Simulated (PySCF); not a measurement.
## From computed data to an observable: oscillator strength and radiative lifetime

4-fluoro-2-phenylthiophene (C₁₀H₇FS), SMILES Fc1csc(-c2ccccc2)c1.

Coordinates come from a B3LYP-D3(BJ)/def2-SVP optimisation. Other conformers were not sampled.

TDA-PBE/def2-SVP (PySCF 2.14.0) puts the first singlet state with f over 0.02 at 4.21 eV (vertical), with the transition dipole (1.291, 0.363, -0.049) in atomic units.

Q: Find the oscillator strength, the wavelength and the radiative lifetime that this transition would have in vacuum if emission retraced absorption.

A: 
|μ|² = 1.8009 au, so |μ| = 3.41 D. ΔE = 4.21/27.211 = 0.1547 hartree. f = (2/3) ΔE |μ|² = 0.186 (the program prints 0.186).
λ = 1239.84/4.21 = 294 nm; ν = 33956 cm⁻¹.
Einstein's coefficient A = 0.6670 ν² f s⁻¹ (ν in cm⁻¹) = 1.4e8 s⁻¹, so τ = 1/A = 7.0 ns. This state is S1. The figure is the radiative limit of this one transition; relaxation, internal conversion, crossing to triplets and a medium change what is measured.
